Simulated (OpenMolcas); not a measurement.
Pd2+ (d8) in a complex was computed by SS-CASPT2, IPEA 0.25 Eh, imaginary shift 0.1 Eh with the d shell active (OpenMolcas, ANO-RCC-VTZP on the metal). Its lowest spin-free states, and all those of the highest spin:

```tsv
2S+1	Degeneracy	E (cm-1)
3	1	0
3	1	2510
3	1	2710
3	2	3160
1	2	6660
1	2	8410
1	1	8980
3	2	9400
3	2	13100
1	1	13140
1	1	13500
3	1	16160
```

**Question.** Is the site octahedral, tetrahedral or cube-like, axial, or of lower symmetry?

**Answer.** The states with 2S+1 = 3 have orbital degeneracies 1, 1, 1, 2, 2, 2, 1. There are pairs but no triples, so the site is axial: not cubic, but with a proper or improper axis of order three or more. The run had Pd2+ with 6 ligands (chloride) in trigonal prismatic coordination (D3h) at 2.7 Å, a polar angle of 52.0° against the regular 49.1°. A charge of +0.667 e stands 2.4 Å behind each ligand. Ligand basis ANO-RCC-VDZP.

Roots that are degenerate in the reference are averaged as groups; the widest CASPT2 spread within a group is 140 cm-1 (the 2-fold group of multiplicity 3 near 9400 cm-1 above the lowest state of its run). Shifts and gaps below about the spread of the groups concerned are not significant. Over all roots computed the reference weight is 0.64 to 0.66; a low but even weight reflects the number of correlated electrons. Real 4d8 and 5d8 ions are as a rule square planar and diamagnetic. Ligand-to-metal charge-transfer states are missing. With no ligand orbital active B as a rule stays too high, so bands that hang on it stand too high and its fall with covalency is understated. Free-ion shares, where given, are those of the reference states; single-state CASPT2 does not remix them. The distance lies 3 % over the 2.62 Å that this model takes as the normal distance (a Shannon-type radius plus a fixed donor radius); by an R⁻⁵ law this alone changes a d-shell field by about -14 %. No measured value stands beside these numbers; the geometry is a model, was not optimised and need not be the one that this ion takes.
